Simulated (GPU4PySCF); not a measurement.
Vertical excitations of a molecule C10H16S from TDA-PBE/def2-SVPD run with GPU4PySCF, as energy in eV (oscillator strength): 5.55 (0.048), 5.61 (0.026), 5.84 (0.003), 5.88 (0.001), 6.02 (0.013), 6.04 (0.065), 6.13 (0.004), 6.14 (0.000), 6.32 (0.001), 6.34 (0.023), 6.38 (0.005), 6.41 (0.024). Lowest triplet (TDA): 3.91 eV. The structure is a stationary point at PBE0-D3(BJ)/def2-TZVP. One conformer was computed; it need not be the lowest.

Task: Which structure fits?
A. CCc1sccc1C(C)(C)C
B. CCCCCCc1ccsc1
C. CCc1csc(C(C)(C)C)c1
D. CCc1ccc(C(C)(C)C)s1

Result: B, CCCCCCc1ccsc1
